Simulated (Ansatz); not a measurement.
# Counterpoise correction, worked out

The pair of Cu⁺ (SMILES [Cu+], atom 1) and CH₄O (SMILES CO, atoms 2–7), both closed shells, in one local arrangement (a lower one may exist), relaxed at PBE0-D4/def2-TZVP:

Cu1  (0.808, -0.856, -2.099)
C2  (-0.468, 0.349, 0.379)
O3  (0.655, -0.318, -0.256)
H4  (-0.959, 0.947, -0.384)
H5  (-0.089, 1.002, 1.164)
H6  (-1.158, -0.391, 0.785)
H7  (1.211, -0.732, 0.411)
(Å)

Computed with Ansatz 0.2.0 (basis: def2-TZVPPD); correlated methods freeze the cores. The 3s and 3p shells of Cu and Zn are frozen; filled d shells are correlated.

MP2 total energies in eV:

| system | geometry | basis functions | energy |
| --- | --- | --- | --- |
| pair | pair | all | -47748.64392 |
| Cu⁺ | as in the pair | all (partner as ghosts) | -44603.21382 |
| CH₄O | as in the pair | all (partner as ghosts) | -3143.59490 |
| Cu⁺ | as in the pair | its own | -44603.16471 |
| CH₄O | as in the pair | its own | -3143.57916 |
| Cu⁺ | free (PBE0-D4 minimum) | its own | -44603.16471 |
| CH₄O | free (PBE0-D4 minimum) | its own | -3143.60652 |

(1) Work out the interaction energy with and without the counterpoise correction, the superposition error, and the binding energy from the relaxed fragments.

The T1 diagnostic stays at or below 0.019.

Results:

(1) Without correction: -47748.64392 − (-44603.16471) − (-3143.57916) = -1.90005 eV.
With correction (each fragment in the whole basis): -47748.64392 − (-44603.21382) − (-3143.59490) = -1.83520 eV = -42.32 kcal/mol.
The superposition error is the difference, 0.06485 eV, 3 % of the uncorrected value: each fragment borrows its partner's functions.
Deformation from the free shapes: 0.00000 eV for Cu⁺ and 0.02736 eV for CH₄O.
Binding energy from relaxed fragments: -1.83520 + 0.00000 + 0.02736 = -1.80784 eV = -41.69 kcal/mol (electronic, without zero-point energy; negative means bound). For comparison, the corrected interaction energy by CCSD(T) at an estimated basis limit (MP2 extrapolated from triple and quadruple zeta, plus CCSD(T) − MP2 in triple zeta) is -1.915 eV.

For scale, one of the runs: CCSD(T)/def2-TZVPPD, 212 basis functions, launched by `ansatz run in.yaml --threads 4 --pin off --events-out ev --progress --plain --max-ram 9574MiB`. The run took 80 s on 4 CPU threads of an Arm Neoverse N1 (shared host), with 2.9 GiB of host memory at its peak.
